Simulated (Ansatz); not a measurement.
Calculated with Ansatz (gas phase, PBE0-D4/def2-TZVP geometries, no zero-point term in ΔE). CCSD(T)/CBS adds triple-zeta CCSD(T) − MP2 to the extrapolated MP2 energy (def2 sets, frozen cores). DFT in def2-TZVPP. Each species was taken in one conformer, which may not be the lowest.

`N[Si](F)([SiH3])Cl` + `FC1C[SiH2]1` → `FC1([SiH3])C[SiH2]1` + `N[SiH](F)Cl`  (formal exchange of groups at the Si–Si bond)

| level | ΔE (eV) |
| --- | --- |
| r2SCANh-D4 | -0.03 |
| CAM-B3LYP-D4 | -0.07 |
| HF/def2-TZVPP | -0.08 |
| HF/def2-QZVPP | -0.09 |

(1) What does CCSD(T)/CBS give? (Best estimate.)

Largest T1 diagnostic among the species: 0.013.

Results:

(1) Ansatz gave: -0.09 eV. The listed levels differ from it by 0.06, 0.02, 0.01, 0.00 eV.

Leaving LDA and LC-ωPBE aside and taking each functional with its dispersion term where it has one, the values, not all of them listed here, spread over 0.18 eV, from ωB97M-V to PBE-D4. LDA lies −0.05 eV from PBE without D4. From BLYP to BHLYP (50 % exact exchange), in def2-TZVPP and without D4, ΔE moves by −0.07 eV.
